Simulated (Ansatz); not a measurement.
Reaction (hydrogenolysis of a Ge–Cl bond): `[CH3][GeH2][Cl]` + H₂ → `[CH3][GeH3]` + HCl

Isolated molecules relaxed with PBE0-D4/def2-TZVP in Ansatz; ΔE leaves out vibrations. CBS: MP2 limit from def2 TZ/QZ plus the TZ coupled-cluster correction, frozen cores. This one scheme is used for every species. For Ge outer-core shells are correlated without core-valence functions, which leaves a few kJ/mol of doubt a bond. Scalar relativity is left out up to krypton.

```json
{"species": "`[CH3][GeH2][Cl]`", "CCSD(T)/CBS(def2) energy (Eh)": "-2576.99593"}
{"species": "H₂", "CCSD(T)/CBS(def2) energy (Eh)": "-1.17544"}
{"species": "`[CH3][GeH3]`", "CCSD(T)/CBS(def2) energy (Eh)": "-2117.76728"}
{"species": "HCl", "CCSD(T)/CBS(def2) energy (Eh)": "-460.38127"}
```

Task: Work out ΔE.

Result: ΔE = (-2117.76728) + (-460.38127) − (-2576.99593) − (-1.17544) = 0.02282 Eh = +0.62 eV.

Largest T1 diagnostic among the species: 0.010.

The D4 term adds +0.07 eV with B3LYP and +0.04 eV with PBE0; it sums over pairs of atoms, weighted by their polarisabilities, and B3LYP, whose exchange is more repulsive, gets the larger term. Leaving LDA and LC-ωPBE aside and taking each functional with its dispersion term where it has one, the values, not all of them listed here, spread over 0.08 eV, from CAM-B3LYP-D4 to r2SCAN-D4. LDA lies −0.06 eV from PBE without D4. At CCSD(T), def2-SVP lies −0.15 eV from the extrapolated value and def2-TZVPP −0.03 eV.

B3LYP here is the variant with VWN-RPA as its local correlation; programs differ in this.
